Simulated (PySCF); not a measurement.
From computed data to an observable: dipole moment from atomic charges

Li(OH) (HLiO), SMILES [Li][OH]. Atoms are numbered in the order given.

```xyz
3

Li     0.0000     0.0000     1.2649
O      0.0000     0.0000    -0.3159
H      0.0000     0.0000    -1.2677
```
Charge 0, spin multiplicity 1.

The structure is a stationary point at B3LYP-D3(BJ)/def2-TZVPD. The isomer is the one that the SMILES or the coordinates give; other isomers of the formula were not compared.

Charges (e) from PBE/def2-TZVPD in PySCF:

```json
[
 {"atom": "Li1", "ESP fit": "0.883", "IAO": "0.930"},
 {"atom": "O2", "ESP fit": "-1.428", "IAO": "-1.275"},
 {"atom": "H3", "ESP fit": "0.545", "IAO": "0.345"}
]
```

The dipole moment of the full density is 4.39 D.

Problem. What dipole moment does each set of point charges give, and which comes closer to that of the density?

Solution. 
μ = Σ q r, and 1 e Å = 4.8032 D.
ESP fit: Σ q r = (0.000, 0.000, 0.877) e Å, |μ| = 4.21 D.
IAO: Σ q r = (0.000, 0.000, 1.142) e Å, |μ| = 5.48 D.
ESP fit comes closer in size. Point charges leave out the atoms' own dipoles (lone pairs, polarised bonds); fits to the potential absorb them, partitions of the density don't.
